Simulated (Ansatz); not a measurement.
Input and output for `F[SiH2][O][GeH3]`.

```yaml
crystal:
  periodic: [false, false, false]
  atoms:
    - {symbol: F, position_ang: [-2.010747, 0.934939, 0.813106]}
    - {symbol: Si, position_ang: [-0.637735, 1.459063, 0.081954]}
    - {symbol: O, position_ang: [0.003606, 0.164394, -0.668609]}
    - {symbol: Ge, position_ang: [0.729165, -1.423429, -0.203351]}
    - {symbol: H, position_ang: [-0.984899, 2.406320, -0.951058]}
    - {symbol: H, position_ang: [0.203173, 1.894419, 1.083329]}
    - {symbol: H, position_ang: [1.404645, -1.283189, 1.192455]}
    - {symbol: H, position_ang: [1.861925, -1.650702, -1.263660]}
    - {symbol: H, position_ang: [-0.315186, -2.467271, -0.191725]}
basis:
  gaussian: {orbitals: def2-TZVPP}
hamiltonian: {xc: {name: HF}}
correlation: {method: mp2}
output: {forces: true}
```

```sh
$ ansatz run in.yaml --threads 4 --pin off --events-out ev --progress --plain --max-ram 10444MiB
```

Output, abridged:

```
Functional definition: HF
  name "HF"
  cite "Fock, Z. Phys. 61, 126 (1930) doi:10.1007/BF01340294"
  parent pbe
  exchange = exact_x
  correlation = 0
1345 factors; integrals over basis functions are off by at most 1.0e-3 eV
mean field evaluation 1: about -69160.0730 eV, gradient 4.5e1 eV
mean field evaluation 2: about -69160.2773 eV, gradient 4.5e1 eV
mean field evaluation 4: about -69164.1123 eV, gradient 3.3e0 eV
mean field evaluation 8: about -69164.1644 eV, gradient 2.6e-1 eV
mean field -69164.16455826 eV, -2541.7361663613 hartree, gradient 7.2e-6 eV, S^2 0.000000; 0 other end points of the search recorded, 0 dependent functions left out
16 core orbitals not correlated: weight in the atoms' cores, before any rotation towards them, 1.000 or more for the frozen orbitals, at most 0.000 for the correlated occupied ones
reference -69164.16455826 eV, -2541.7361663613 hartree; 18, 18 occupied and 188, 188 virtual orbitals, 1345 factors
second order -23.65093525 eV of doubles, -0.00000000 eV of singles
the calculation of the forces begins
mean field evaluation 16: about -69164.1646 eV, gradient 7.2e-6 eV
Total energy: -69187.81549350 eV, -2542.6053222005 hartree
Atom 0 at    -2.010747     0.934939     0.813106 Å, force     0.827291     0.653194    -0.393589 eV/Å
Atom 1 at    -0.637735     1.459063     0.081954 Å, force    -2.023470    -2.234412    -0.930690 eV/Å
Atom 2 at     0.003606     0.164394    -0.668609 Å, force     0.312862    -0.466825     0.104300 eV/Å
Atom 3 at     0.729165    -1.423429    -0.203351 Å, force     1.440352     1.152746    -0.131981 eV/Å
Atom 4 at    -0.984899     2.406320    -0.951058 Å, force    -0.131364     0.457074    -0.138227 eV/Å
Atom 5 at     0.203173     1.894419     1.083329 Å, force     1.215343     0.919365     1.542002 eV/Å
Atom 6 at     1.404645    -1.283189     1.192455 Å, force    -0.344356    -0.001629    -0.453136 eV/Å
Atom 7 at     1.861925    -1.650702    -1.263660 Å, force    -0.700802     0.019064     0.486872 eV/Å
Atom 8 at    -0.315186    -2.467271    -0.191725 Å, force    -0.595856    -0.498576    -0.085553 eV/Å
Dipole moment:     0.333011    -0.134035    -0.003228 e Å
```

It took 7 s on 4 threads of an Arm Neoverse V2 on a shared host, with 0.63 GiB of host memory at the peak.
